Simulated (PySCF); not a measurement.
F₂Si, triplet, at a GFN2-xTB geometry (the spin is typed, not shown lowest); PBE0/def2-SVP (PySCF).

Input for PySCF:
```python
from pyscf import gto, scf, dft

mol = gto.Mole()
mol.atom = '''
    Si   -0.032698   -0.015437    0.553070
    F     1.105724   -0.706254   -0.386345
    F    -1.054860    0.730267   -0.473986
'''
mol.basis = 'def2-svp'
mol.charge = 0
mol.spin = 2
mol.verbose = 4
mol.build()

mf = dft.UKS(mol)
mf.xc = 'pbe0'
mf.grids.level = 1
mf.kernel()
```

**Question.** Write the output that PySCF gives for this input, abridged.

**Answer.** 
```
PySCF version 2.14.0

[INPUT] verbose = 4
[INPUT] num. atoms = 3
[INPUT] num. electrons = 32
[INPUT] charge = 0
[INPUT] spin (= nelec alpha-beta = 2S) = 2
[INPUT] symmetry False subgroup None
[INPUT] Mole.unit = angstrom
[INPUT] Symbol           X                Y                Z      unit          X                Y                Z       unit  Magmom
[INPUT]  1 Si    -0.032698000000  -0.015437000000   0.553070000000 AA   -0.061790264821  -0.029171702185   1.045150827713 Bohr   0.0
[INPUT]  2 F      1.105724000000  -0.706254000000  -0.386345000000 AA    2.089515529359  -1.334626634379  -0.730086239595 Bohr   0.0
[INPUT]  3 F     -1.054860000000   0.730267000000  -0.473986000000 AA   -1.993396499759   1.380004627808  -0.895703726878 Bohr   0.0

nuclear repulsion = 98.3404978399348
number of shells = 20
number of NR pGTOs = 84
number of NR cGTOs = 46
basis = def2-svp
ecp = {}

******** <class 'pyscf.dft.uks.UKS'> ********
method = UKS
initial guess = minao
damping factor = 0
level_shift factor = 0
DIIS = <class 'pyscf.scf.diis.CDIIS'>
diis_start_cycle = 1
diis_space = 8
diis_damp = 0
SCF conv_tol = 1e-09
SCF conv_tol_grad = None
SCF max_cycles = 50
direct_scf = True
direct_scf_tol = 1e-13
number electrons alpha = 17  beta = 15
XC library pyscf.dft.libxc version 7.1.2
    S. Lehtola, C. Steigemann, M. J. T. Oliveira, and M. A. L. Marques,  SoftwareX 7, 1–5 (2018)
XC functionals = pbe0
    C. Adamo and V. Barone,  J. Chem. Phys. 110, 6158 (1999)
    M. Ernzerhof and G. E. Scuseria,  J. Chem. Phys. 110, 5029 (1999)
radial grids:
    Treutler-Ahlrichs [JCP 102, 346 (1995); DOI:10.1063/1.469408] (M4) radial grids

becke partition: Becke, JCP 88, 2547 (1988); DOI:10.1063/1.454033
pruning grids: <function nwchem_prune>
grids dens level: 1
symmetrized grids: False
atomic radii adjust function: <function treutler_atomic_radii_adjust>
small_rho_cutoff = 0
Set gradient conv threshold to 3.16228e-05
tot grids = 17016
init E= -488.717834375071

cycle= 1 E= -488.470991636481  delta_E= 0.247  |g|= 0.528  |ddm|= 1.51

cycle= 2 E= -488.250702199134  delta_E= 0.22  |g|= 0.957  |ddm|= 1.07

cycle= 3 E= -488.581270725169  delta_E= -0.331  |g|= 0.0226  |ddm|= 0.659

cycle= 4 E= -488.581625547412  delta_E= -0.000355  |g|= 0.00649  |ddm|= 0.0378

cycle= 5 E= -488.581650221537  delta_E= -2.47e-05  |g|= 0.00156  |ddm|= 0.00964

cycle= 6 E= -488.581652519285  delta_E= -2.3e-06  |g|= 0.000425  |ddm|= 0.00288

cycle= 7 E= -488.58165273388  delta_E= -2.15e-07  |g|= 8.01e-05  |ddm|= 0.000995

cycle= 8 E= -488.581652741421  delta_E= -7.54e-09  |g|= 2.45e-05  |ddm|= 0.000179

cycle= 9 E= -488.581652741553  delta_E= -1.32e-10  |g|= 2.17e-05  |ddm|= 2.94e-05

Extra cycle  E= -488.581652741323  delta_E= 2.3e-10  |g|= 3.46e-05  |ddm|= 3.3e-05
converged SCF energy = -488.581652741323  <S^2> = 2.00144  2S+1 = 3.0009598
```
